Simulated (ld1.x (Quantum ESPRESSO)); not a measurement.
# calcium (Ca), TM: configuration errors across variants

Ca, norm-conserving Troullier–Martins (Kleinman–Bylander form), made with ld1.x (Quantum ESPRESSO) 7.5 (PBEsol, scalar-relativistic). Core [Ne] 3s2, reference 3p6 3d0 4s1.5 4p0.5. Waves: 3p (bound): rc 1.55 bohr; 3d (bound, empty): rc 3.25 bohr; 4s (bound): rc 3.75 bohr. Local part: the s channel. Core correction: none.

Occupied shells without a wave of their own: 4p. They enter only through the test configuration that unscreens the potential.

All-electron excitation energies from the reference (eV): (1) 3p6 3d0 4s2 4p0 -1.201; (2) 3p6 3d0 4s1 4p0 5.104; (3) 3p6 3d0 4s0 4p0 16.785; (4) 3p6 3d0 4s0 4p2 3.744; (5) 3p5 3d0 4s2 4p0 33.402; (6) 3p6 3d0 4s0 4p1 8.126; (7) 3p6 3d0.5 4s1.5 4p0 -0.152.

For the base: The 4p level has no wave, so the channel is fitted at the deeper level alone: the likely source of the large errors.

The file “base” misses its own reference levels by 0.4 eV. The file “all radii scaled by about 0.77 (s 2.90, p 1.20, d 2.52 bohr)” misses its own reference levels by 0.4 eV. The file “all radii scaled by about 0.83 (s 3.12, p 1.30, d 2.70 bohr)” misses its own reference levels by 0.4 eV. The file “all radii scaled by about 0.91 (s 3.40, p 1.40, d 2.94 bohr)” misses its own reference levels by 0.4 eV. The file “all radii scaled by about 0.97 (s 3.62, p 1.50, d 3.14 bohr)” misses its own reference levels by 0.4 eV. The file “all radii scaled by about 1.05 (s 3.92, p 1.62, d 3.40 bohr)” misses its own reference levels by 0.4 eV. The file “all radii scaled by about 1.12 (s 4.20, p 1.74, d 3.64 bohr)” misses its own reference levels by 0.4 eV. The file “all radii scaled by about 1.18 (s 4.42, p 1.82, d 3.82 bohr)” misses its own reference levels by 0.4 eV. The file “all radii scaled by about 1.26 (s 4.72, p 1.96, d 4.10 bohr)” misses its own reference levels by 0.4 eV. The file “all radii scaled by about 1.38 (s 5.18, p 2.14, d 4.48 bohr)” misses its own reference levels by 0.4 eV.

Errors AE − PS in meV (a dash: test not solved or not reliable):

| change | (1) | (2) | (3) | (4) | (5) | (6) | (7) | bound ghosts |
| --- | --- | --- | --- | --- | --- | --- | --- | --- |
| base | +167 | +329 | +524 | -684 | +247 | -325 | +151 | none |
| all radii scaled by about 0.77 (s 2.90, p 1.20, d 2.52 bohr) | +169 | +328 | +537 | -671 | +139 | -308 | +127 | none |
| all radii scaled by about 0.83 (s 3.12, p 1.30, d 2.70 bohr) | +169 | +329 | +538 | -672 | +131 | -308 | +132 | none |
| all radii scaled by about 0.91 (s 3.40, p 1.40, d 2.94 bohr) | +168 | +328 | +534 | -673 | +163 | -312 | +139 | none |
| all radii scaled by about 0.97 (s 3.62, p 1.50, d 3.14 bohr) | +168 | +328 | +530 | -677 | +197 | -317 | +148 | none |
| all radii scaled by about 1.05 (s 3.92, p 1.62, d 3.40 bohr) | +167 | +330 | +520 | -688 | +277 | -330 | +159 | none |
| all radii scaled by about 1.12 (s 4.20, p 1.74, d 3.64 bohr) | +167 | +334 | +505 | -709 | +393 | -353 | +175 | none |
| all radii scaled by about 1.18 (s 4.42, p 1.82, d 3.82 bohr) | +166 | +337 | +491 | -728 | +489 | -374 | +182 | none |
| all radii scaled by about 1.26 (s 4.72, p 1.96, d 4.10 bohr) | +166 | +345 | +466 | -765 | +653 | -412 | +202 | none |
| all radii scaled by about 1.38 (s 5.18, p 2.14, d 4.48 bohr) | +167 | +360 | +423 | -829 | +892 | -478 | +232 | none |

**Question.** Give the same row for: all radii scaled by about 1.32 (s 4.94, p 2.04, d 4.28 bohr).

**Answer.** +167, +352, +445, -795, +770, -443, +216; bound ghosts: none.
